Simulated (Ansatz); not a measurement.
```yaml
crystal:
  periodic: [false, false, false]
  atoms:
    - {symbol: Hg, position_ang: [0.000027, 0.000019, 0.000000]}
    - {symbol: F, position_ang: [-0.018434, -0.022884, 1.917211]}
    - {symbol: F, position_ang: [0.018407, 0.022875, -1.917211]}
basis:
  gaussian: {orbitals: def2-SVPD}
hamiltonian: {xc: {name: HF}}
correlation: {method: mp2, frozen_orbitals: {Hg: 0}}
scf: {lower_state_search: off}
output: {forces: true}
```

```sh
$ ansatz run in.yaml --threads 4 --pin off --events-out ev --progress --plain --max-ram 3916MiB
```

Task: Predict how Ansatz answers.

Result: The input was rejected before any iteration. Frozen orbitals are typed for one element alone, and the program wants a count for each (the count typed has to fit that element's core, too).
```
Functional definition: HF
Error: "frozen_orbitals" has no count for F
```
